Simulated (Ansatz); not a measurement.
Reaction: CH5BN (SMILES [BH]NC, doublet) → CH5BN (SMILES C[B]N, doublet)
Each species at its own B3LYP-D3(BJ)/def2-TZVP minimum (Ansatz, a quantum-chemistry and plane-wave program), one conformer.

Wanted: isomerisation energy (electronic), in kcal/mol. UHF or UKS for unpaired electrons; spin-orbit terms are left out. CBS(X,Y): correlation extrapolated as X^-3, Hartree-Fock from the larger set. A bracket is a step between two methods taken in the basis named. The functionals are non-relativistic, so their misses hold any scalar relativity. Double hybrids freeze cores in their MP2 part. '+ core + X2C': CCSD(T) terms for core correlation (cc-pwCVTZ) and scalar relativity (cc-pVTZ-DK).

CCSD(T)/CBS(cc-pVTZ,cc-pVQZ) + [CCSDT(Q) - CCSD(T)]/cc-pVDZ + core + X2C (Ansatz) gives -18.4 kcal/mol.

### Question
How far off this value is PBE/def2-TZVPD (Ansatz), in which direction, and which of these levels come nearer: r2SCAN/def2-TZVPD, B3LYP/def2-TZVPD, wB97M-V/def2-TZVPD, B2PLYP/def2-TZVPD, CCSD(T)/CBS(cc-pVTZ,cc-pVQZ) + core + X2C?

### Answer
PBE gives -18.7 kcal/mol, 0.3 kcal/mol below it. Differences of the others: r2SCAN/def2-TZVPD (Ansatz) -0.9; B3LYP/def2-TZVPD (Ansatz) 0.5; wB97M-V/def2-TZVPD (Ansatz) -0.2; B2PLYP/def2-TZVPD (Ansatz) 0.5; CCSD(T)/CBS(cc-pVTZ,cc-pVQZ) + core + X2C (Ansatz) 0.0 kcal/mol. Nearer than PBE: wB97M-V/def2-TZVPD, CCSD(T)/CBS(cc-pVTZ,cc-pVQZ) + core + X2C.
